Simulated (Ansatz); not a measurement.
Basis-set series for CH₅NOSi, SMILES `C1N[SiH2]O1`. Total charge 0; spin multiplicity 1. The structure was optimised at the PBE0-D4/def2-TZVP level.

```csv
functional,basis,functions,energy (Eh),HOMO (eV),LUMO (eV)
PBE0-D4,def2-SVP,85,-460.06259,-6.97,0.18
PBE0-D4,def2-TZVPP,205,-460.37459,-7.11,-0.28
ωB97M-V,def2-SVP,85,-460.28272,-9.29,2.13
ωB97M-V,def2-TZVPP,205,-460.60143,-9.44,1.43
```

Question: Give the rows for def2-QZVPP. (An estimate is asked.)

Answer: The calculation gave: 
```json
{"functional": "PBE0-D4", "basis": "def2-QZVPP", "functions": "391", "energy (Eh)": "-460.39499", "HOMO (eV)": "-7.14", "LUMO (eV)": "-0.41"}
{"functional": "ωB97M-V", "basis": "def2-QZVPP", "functions": "391", "energy (Eh)": "-460.62048", "HOMO (eV)": "-9.48", "LUMO (eV)": "1.13"}
```

Positive LUMOs are unbound and depend on the basis.

Program: Ansatz 0.2.0.
